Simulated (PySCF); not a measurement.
Excitation energy of Xe⁺ by level of theory

Xe⁺ [Kr] 4d10 5s2 5p5 (2P) → Xe⁺ [Kr] 4d10 5s2 5p4 6s1 (4P), as a difference of total energies. Computed with PySCF 2.14 in aug-cc-pwCVTZ-DK3 with one added diffuse shell each of s, p, d, f type (11s10p8d5f1g, 125 functions), with the spin-free X2C one-electron Hamiltonian (Gaussian nucleus). Correlated levels: valence: [Kr] 4d10 frozen; valence and next inner shell: [Ar] 3d10 frozen. The calculations carry no spin-orbit coupling.

Order these methods by the excitation energy they give, lowest first.
A. MP2 (valence and next inner shell)
B. UHF
C. MP2 (valence)
D. r2SCAN

B (11.163 eV), C (11.473 eV), A (11.560 eV), D (11.812 eV).

Errors of the correlated levels include the incompleteness of this basis and the frozen core.

The promoted electron is Rydberg-like, and one or two diffuse shells describe it only roughly, which tends to raise the upper state.

For comparison: 11.353 eV (measured; NIST levels, between the centres of gravity of the two terms).
